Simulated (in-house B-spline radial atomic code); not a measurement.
**Ionising Zr VI (Zr5+) with different functionals**

Computed with a B-spline radial code for spherical atoms: four-component Dirac-Coulomb Hamiltonian, Fermi nucleus of rms radius 4.2694 fm, spin-restricted, spherical fractional occupations for the functionals, and exact exchange of hybrids averaged over the configuration. The ionisation energy is the difference of two self-consistent energies, [Ar] 3d10 4s2 4p5 → [Ar] 3d10 4s2 4p4, without Breit or QED terms; ε is the level of the shell that loses the electron (mean over j). The electron is taken from both j subshells in proportion to 2j + 1, so the result is a j average, not the step between ground levels.

```json
{"method": "PBE0", "rung": "global hybrid", "ΔSCF (eV)": "97.81", "-ε(4p) (eV)": "91.60"}
{"method": "wB97X", "rung": "range-separated hybrid", "ΔSCF (eV)": "97.59", "-ε(4p) (eV)": "94.06"}
{"method": "CAM-B3LYP", "rung": "range-separated hybrid", "ΔSCF (eV)": "97.78", "-ε(4p) (eV)": "93.07"}
{"method": "HSE06", "rung": "range-separated hybrid", "ΔSCF (eV)": "97.75", "-ε(4p) (eV)": "91.13"}
```

(1) Among the functionals, which spreads more, the ΔSCF values or the orbital energies?

(2) How do they compare with the NIST value?

## Answers

(1) The orbital energies: ΔSCF values span about 0.22 eV and the orbital energies 2.94 eV; here energy differences depend much less on the functional than eigenvalues do.

(2) NIST lists 96.38 eV ± 0.04 (semi-empirical, ground level to ground level). Errors run from +1.21 to +1.43 eV. The correlated functionals all miss on the same side by more than they spread, so the cause is common to them (Breit-QED terms, spin polarisation, the choice among j levels, multiplet and fine-structure energies, or a listed next ion that isn't the cheapest removal here) and closeness doesn't rank the functionals.
